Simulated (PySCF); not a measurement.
CsNa and its ions

r²SCAN; basis Cs def2-SVP with ECP46, Na def2-SVP; scalar-relativistic core potentials; PySCF 2.14. Neutral (UKS): singlet (closed shell), Re = 3.995 Å, ωe = 92.7 cm⁻¹, De = 0.49 eV, HOMO -2.53 eV, LUMO -1.42 eV.

CsNa⁺ (UKS): doublet (σ ↑), Re = 4.534 Å, ωe = 64.2 cm⁻¹, De = 0.38 eV to Cs⁺ + Na. The energies at the minima are -182.35087 hartree for CsNa and -182.20780 for CsNa⁺.

(1) Work out the adiabatic ionisation energy, without and with harmonic zero-point energies (1 hartree = 27.2114 eV, 1 eV = 8065.5 cm⁻¹), and the change of the bond length.

Closed-shell solutions of metal pairs were not tested for spin polarisation, which can lower them a little. Weak bonds: CsNa, CsNa⁺. Basis-set superposition, not corrected here, can be much of De in a small basis, most of all at correlated wavefunction levels. Spin–orbit coupling is left out. For an ion De counts to the pair picked by the measured ionisation energies or electron affinities, which need not be the lowest pair at this level. States were picked by a PBE0 search and need not be the measured ground states.

Results:

(1) At r²SCAN: 0.14307 hartree = 3.893 eV between the minima; the zero-point term (64.2 − 92.7)/2 cm⁻¹ = -0.002 eV makes it 3.891 eV. Re changes by +53.9 pm against the neutral. Minus the HOMO energy is 2.53 eV, -1.36 eV from the value between the minima; self-interaction puts the Kohn–Sham level too high, less so with exact exchange. The electron leaves a σ orbital, and the ion is left as a loose complex of an ion and an atom.
